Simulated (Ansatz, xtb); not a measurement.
**Two structures of ClGaH3Si2**

Structure I is `[SiH3][Si][Ga][Cl]`, a doublet and structure II is a doublet given by its coordinates. Both are isolated molecules in the gas phase, relaxed with B3LYP-D3(BJ)/def2-SVP; the shapes shown needn't be the lowest conformers.

I (Å):

```xyz
7

Cl   -1.1735    0.9323    3.8946
Ga   -0.5718    0.6655    1.8332
Si    1.6527   -0.9855    0.0437
Si   -0.1307    0.5711   -0.4697
H     2.7408   -0.4333    0.9114
H     2.2719   -1.3266   -1.2746
H     1.2018   -2.2712    0.6645
```

II (Å):

```xyz
7

Cl    1.2774    1.4248    0.0507
Ga    0.1687   -0.1103   -2.0307
Si   -0.5735   -0.5245    2.1944
Si   -0.8716    0.7403    0.1996
H     0.4775   -1.5761    2.0229
H    -0.1586    0.3630    3.3228
H    -1.8540   -1.2013    2.5697
```

Close contacts (Å): Cl1–Ga2 2.81, Cl1–Si4 2.26, Ga2–Si4 2.60, Si3–Si4 2.38, Si3–H5 1.50, Si3–H6 1.49, Si3–H7 1.50.

Q: Estimate which is lower in electronic energy at CCSD(T)/def2-SVP, and by roughly how much.

A: The CCSD(T)/def2-SVP calculation puts structure I lower, by 0.178 eV.

How the difference moves with the method:

```
                level               geometry  E(II) − E(I) (eV)  departure from the last row (eV)  job, with rough time for the two
B3LYP-D3(BJ)/def2-SVP  B3LYP-D3(BJ)/def2-SVP              −0.130                            −0.309             optimisation, 2.9 min
          HF/def2-SVP  B3LYP-D3(BJ)/def2-SVP              −0.068                            −0.246           part of the CCSD(T) run
         MP2/def2-SVP  B3LYP-D3(BJ)/def2-SVP              +0.328                            +0.150           part of the CCSD(T) run
     CCSD(T)/def2-SVP  B3LYP-D3(BJ)/def2-SVP              +0.178                                                  single point, 50 s
```

B3LYP-D3(BJ)/def2-SVP, HF/def2-SVP put the two in the other order. The largest departure from CCSD(T)/def2-SVP is that of B3LYP-D3(BJ)/def2-SVP, 0.309 eV. Levels run at GFN2-xTB geometries aren't shown.

With harmonic frequencies from B3LYP-D3(BJ)/def2-SVP (ideal gas, rigid rotor, one conformer each, 298.15 K, 1 atm): on the last row, ΔE + ΔZPE = +0.175 eV. A mode under 50 cm⁻¹ makes harmonic enthalpies and free energies unreliable, so none is given.

Open shells are spin-unrestricted, with notable spin contamination under HF/def2-SVP, MP2/def2-SVP, CCSD(T)/def2-SVP. The correlated steps freeze 24 core orbitals; the filled d shell of Ga is correlated, in a basis made for valence electrons. Programs: Ansatz 0.2.0; the last row on 2 threads of Intel(R) Xeon(R) Platinum 8259CL CPU @ 2.50GHz (Skylake/Cascade Lake) on a shared host.
